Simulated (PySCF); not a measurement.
# Substituent effects on chemical shifts

Parent skeleton `[BH3-:1][n+:2]1[cH:3][cH:4][cH:5][cH:6][cH:7]1`; one hydrogen on atom 3 is replaced by X. Hydrogens on one atom are averaged.

PySCF calculation with geometry from PBE0-D3(BJ)/def2-SVP and shieldings: GIAO PBE0/pcSseg-1; fast rotation and ring inversion assumed for equivalent nuclei, single conformer, non-relativistic Hamiltonian, no solvent.

References, each an isolated molecule treated in the same way: BF3·OEt2 for $^{11}$B; NH3 for $^{15}$N; $^{13}$C, $^{1}$H against TMS.

Parent (X = H): B1 -15.0, N2 296.7, C3 154.4, C4 129.5, C5 142.7, C6 129.5, C7 154.4, H(B1) 3.19, H(C4) 7.35 ppm. Effects are Δδ = δ(X) − δ(H), positive for deshielding.

Order these by the shift of N2, most shielded first.
A. X = CH2OCH3
B. X = cPr
C. X = CN

Answers

B (-11.0 ppm), A (-3.5 ppm), C (+5.3 ppm).

Experimental scales use liquid or dissolved standards, which lie at an offset from isolated NH3 (liquid NH3: subtract about 20 ppm). Unscaled 15N shifts of sp2 nitrogen come out 20 to 40 ppm too high even then.
